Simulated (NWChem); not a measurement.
# C2H6ClFSi; SMILES [C@@H](CCl)(F)[SiH3]

```xyz
11

F     -1.5194    -0.3177     0.1412
C     -0.2209    -0.4004    -0.3297
Si     0.3850    -2.1937    -0.0225
C      0.6352     0.6413     0.3406
Cl     0.1275     2.3059    -0.0726
H     -0.2402    -0.2044    -1.4177
H      1.7430    -2.3710    -0.6217
H     -0.5800    -3.1315    -0.6621
H      0.4484    -2.4463     1.4472
H      1.6849     0.5311     0.0319
H      0.5749     0.5485     1.4343
```
Atoms are numbered in this order, from 1.

Computed with NWChem. Pople sets run with spherical d functions. Medium grid unless said otherwise, to which SCAN and Minnesota functionals are sensitive. Coordinates come from a PBE0/def2-SVP optimisation. Total energies of different functionals are on different scales.

```
level                               energy (Ha)  highest occupied level (eV)  orbital gap (eV)  dipole (D)
----------------------------------  -----------  ---------------------------  ----------------  ----------
B3LYP/6-31G*                          -929.3281                        -8.01              8.24        2.54
PBE/6-31G*                            -928.7409                        -6.83              6.25        2.35
LDA (Slater exchange, PW92)/6-31G*    -925.2325                        -6.93              6.17        2.42
LDA (Slater exchange, VWN5)/6-31G*    -925.2503                        -6.93              6.17        2.42
LRC-wPBEh/6-31G*                      -928.8627                       -10.17             12.31        2.60
KT2/6-31G*                            -937.8659                        -6.96              6.25        2.41
M05-2X/6-31G*                         -929.2413                        -9.69             11.16        2.69
OLYP/6-31G*                           -929.2409                        -6.71              6.34        2.39
CAM-B3LYP/6-31G*                      -929.2367                        -9.65             11.27        2.63
PBE0/6-31G*                           -928.8278                        -8.31              8.73        2.58
```
